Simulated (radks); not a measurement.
Removal energies from the titanium ion Ti+, [Ar] 3d(3/2: 2, 5/2: 0) 4s1, by Delta-SCF beside the eigenvalue of the level emptied. All-electron calculation, Dirac Kohn-Sham, PBE, spin-unpolarised, spherical densities, finite nucleus; Fermi nuclear charge, rms radius of each element as measured or else 0.836 A^(1/3) + 0.57 fm. Program: a radial shooting solver on a logarithmic mesh with Libxc functionals. Sub-shells are occupied by j as written (lower j first in brackets).

removed from                                 final configuration  Delta-SCF (eV)  -eigenvalue (eV)
4s1/2                                    [Ar] 3d(3/2: 2, 5/2: 0)          13.568            10.347
3d3/2                                [Ar] 3d(3/2: 1, 5/2: 0) 4s1          17.832            11.384
3p3/2         [Ne] 3s2 3p(1/2: 2, 3/2: 3) 3d(3/2: 2, 5/2: 0) 4s1          53.597            45.909
3p1/2         [Ne] 3s2 3p(1/2: 1, 3/2: 4) 3d(3/2: 2, 5/2: 0) 4s1          54.291            46.565
